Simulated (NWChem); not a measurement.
C4H2BF; SMILES C#CB(F)C#C

```xyz
8

B      0.0000     0.0000     0.4357
C     -1.3272     0.0000    -0.3085
C     -2.3695     0.0000    -0.9314
H     -3.2901     0.0000    -1.4723
C      1.3272     0.0000    -0.3085
C      2.3695     0.0000    -0.9314
H      3.2901     0.0000    -1.4723
F      0.0000     0.0000     1.7698
```
Atoms are numbered in this order, from 1.

Computed with NWChem. Pople sets run with spherical d functions. All runs use the structure optimised with B3LYP/6-31G* (spherical d). B3LYP is NWChem's, with the RPA form of VWN correlation. Atomic charges in e: unrestrained fits to the electrostatic potential beside Mulliken populations; buried atoms are poorly determined by the fit.

For level Hartree-Fock/6-31G*:

```
Quantity     Value
-----------  -----
ESP B1        1.00
Mulliken B1   0.66
Mulliken C2  -0.19
Mulliken C3  -0.25
Mulliken C5  -0.19
Mulliken C6  -0.25
```

Question: Estimate the same quantities for level B3LYP/def2-SVP.

Answer: 
* **ESP B1**: 0.79
* **Mulliken B1**: -0.05
* **Mulliken C2**: 0.14
* **Mulliken C3**: -0.10
* **Mulliken C5**: 0.14
* **Mulliken C6**: -0.10
